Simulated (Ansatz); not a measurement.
Job for Ansatz (an electronic-structure program): R-PBE/def2-TZVPP on CH3ClTe (SMILES C[Te]Cl), a point of a torsion scan. Elements past Kr take the def2 small-core potentials; no spin–orbit coupling.

Ansatz 0.2 input:
```yaml
crystal:
  periodic: [false, false, false]
  atoms:
    - {symbol: C, position_ang: [-0.68308693, -0.03897495, 0.00038256]}
    - {symbol: Te, position_ang: [1.03135653, 1.26986275, -0.02033003]}
    - {symbol: Cl, position_ang: [2.56171266, -0.49168408, -0.15351155]}
    - {symbol: H, position_ang: [-0.83853560, -0.45097005, 0.98868659]}
    - {symbol: H, position_ang: [-1.54372864, 0.55080979, -0.28470216]}
    - {symbol: H, position_ang: [-0.53243746, -0.83379634, -0.71705494]}
basis:
  gaussian:
    orbitals: def2-TZVPP
hamiltonian:
  xc: {name: PBE}
scf: {lower_state_search: off}
```

The head of its log:

```
WARN ansatz: RAYON_NUM_THREADS=1 ignored (pool sized by the plan → 1); use --threads N
Functional definition: PBE
these checks for a lower state are left out or cut short: stability, starts, cluster_reference, orbital_swaps, neighbouring_geometries, increment
integrals: 0.08 GiB planned
1037 factors; their error is unknown
mean field: 0.55 GiB planned
mean field evaluation 1: about -20886.7786 eV, gradient 6.4e1 eV
mean field evaluation 2: about -20856.0409 eV, gradient 1.1e2 eV
```

Q: What total energy does the run end on?

A: -767.9293 hartree.
